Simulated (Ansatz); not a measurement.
One change: `C#CCBCC` becomes `CCBCC`.

Ansatz, PBE0-D4/def2-TZVP geometries, multiplicity 1. Each molecule was computed in one conformer, which needn't be the lowest.

| property | `C#CCBCC` |
| --- | --- |
| HOMO energy (B3LYP/def2-TZVPP) / eV | -7.36 |
| HOMO energy (PBE0/def2-TZVPP) / eV | -7.57 |
| HOMO–LUMO gap (PBE0/def2-TZVPP) / eV | 6.71 |
| LUMO energy (B3LYP/def2-TZVPP) / eV | -1.06 |
| HOMO energy (PBE/def2-TZVPP) / eV | -6.41 |
| LUMO energy (PBE/def2-TZVPP) / eV | -1.86 |

Question: Give the same properties after the change, and the shifts. (An estimate is asked.)

Answer: Ansatz gave: 
| property | `CCBCC` | shift |
| --- | --- | --- |
| HOMO energy (B3LYP/def2-TZVPP) / eV | -8.06 | -0.70 |
| HOMO energy (PBE0/def2-TZVPP) / eV | -8.25 | -0.68 |
| HOMO–LUMO gap (PBE0/def2-TZVPP) / eV | 7.59 | 0.88 |
| LUMO energy (B3LYP/def2-TZVPP) / eV | -0.89 | 0.17 |
| HOMO energy (PBE/def2-TZVPP) / eV | -6.89 | -0.48 |
| LUMO energy (PBE/def2-TZVPP) / eV | -1.67 | 0.19 |

With PBE0 the HOMO falls by 0.68 eV and the LUMO rises by 0.20 eV, so the gap widens by about 0.88 eV. PBE moves the HOMO by -0.48 eV and ωB97M-V by -0.76 eV.

B3LYP here is the variant with VWN-RPA as its local correlation; programs differ in this.
